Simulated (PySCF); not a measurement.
Spectra and structures to be paired. Method: TDDFT wB97X-D/def2-SVPD, vertical, gas phase, core orbitals frozen in the response (PySCF). Geometries: PBE0-D3(BJ)/def2-SVP; one conformer of each isolated species. Triplets are in the Tamm–Dancoff approximation. Atoms past krypton carry core potentials; spin–orbit coupling is left out.

A. `C[AsH2]`
B. `[CH3][Zr]([CH3])([Cl])[Cl]`
C. `C=CC(=C)O[Si](C)(C)C`

Lowest singlet levels (six at most, fewer where fewer were computed) with oscillator strengths:

1. 275 nm (f 0.000); 259 nm (f 0.000); 256 nm (f 0.000); 254 nm (f 0.001); 226 nm (f 0.000); 223 nm (f 0.003); T1 4.24 eV
2. 193 nm (f 0.081); 178 nm (f 0.088); 178 nm (f 0.160); 145 nm (f 0.043); 143 nm (f 0.010); 142 nm (f 0.018); T1 5.60 eV
3. 223 nm (f 0.405); 190 nm (f 0.002); 182 nm (f 0.179); 175 nm (f 0.004); 174 nm (f 0.013); 170 nm (f 0.017); T1 3.28 eV

Question: Which spectrum belongs to which structure?

Answer: 1 = B, 2 = A, 3 = C.
- A: S1 at 6.41 eV, HOMO→LUMO (94%); Löwdin shares by element: HOMO arsenic 66%, hydrogen 16% or more, carbon 14%; LUMO arsenic 38%, carbon 25%, hydrogen 18% or more (atoms not listed hold the other 18%); HOMO -9.04 and LUMO 1.86 eV; point group Cs.
- B: S1 at 4.52 eV, HOMO→LUMO (95%); for S1 the Löwdin share of zirconium is 29% in HOMO and 73% in LUMO; HOMO -10.20 and LUMO -0.22 eV.
- C: S1 at 5.55 eV, HOMO→LUMO (96%); Löwdin shares by element: HOMO carbon 68% or more, oxygen 10% (atoms not listed hold the other 22%); LUMO carbon 78% or more (atoms not listed hold the other 22%); HOMO -8.13 and LUMO 1.09 eV.
